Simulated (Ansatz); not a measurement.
Relaxation of GaH$_{6}$OP (9 atoms, charge 0, multiplicity 1), to a largest force component of 0.03 eV/Å in at most 50 steps.

Level of theory: RKS PBE0-D4/def2-SVP in Ansatz 0.2.0.

```xyz
9
Properties=species:S:1:pos:R:3
Ga 0.329 0.551 -0.234
O -0.446 -0.288 2.513
H -1.407 -0.354 2.525
H 1.577 -0.377 -0.420
H -1.091 0.215 -0.824
P 0.512 2.498 0.977
H 1.833 2.871 0.602
H -0.164 3.361 0.065
H -0.273 0.667 2.681
```

**Question.** Where does it end, and by what steps?

**Answer.** The run converged. After 8 steps the energy has fallen by 0.389 eV; H3 moved furthest, 0.43 Å. Joined: Ga1–O2 (2.98 → 2.18 Å).

| step | energy less start (eV) | largest force component (eV/Å) | accepted |
| --- | --- | --- | --- |
| 0 | 0.0000 | 0.840 | yes |
| 1 | -0.1101 | 1.196 | yes |
| 2 | -0.2844 | 0.986 | yes |
| 3 | -0.3409 | 0.961 | yes |
| 4 | -0.3706 | 0.341 | yes |
| 5 | -0.3752 | 0.322 | yes |
| 6 | -0.3832 | 0.139 | yes |
| 7 | -0.3890 | 0.033 | yes |
| 8 | -0.3893 | 0.022 | yes |

```xyz
9
Properties=species:S:1:pos:R:3
Ga 0.221 0.501 0.131
O -0.347 -0.203 2.116
H -1.261 -0.512 2.156
H 1.464 -0.418 -0.139
H -1.182 0.243 -0.544
P 0.567 2.654 1.015
H 1.863 2.896 0.474
H -0.142 3.382 0.016
H -0.312 0.602 2.657
```

The run took 24 s on 2 threads of Arm Neoverse V1, on a shared host, peak memory 0.2 GiB.
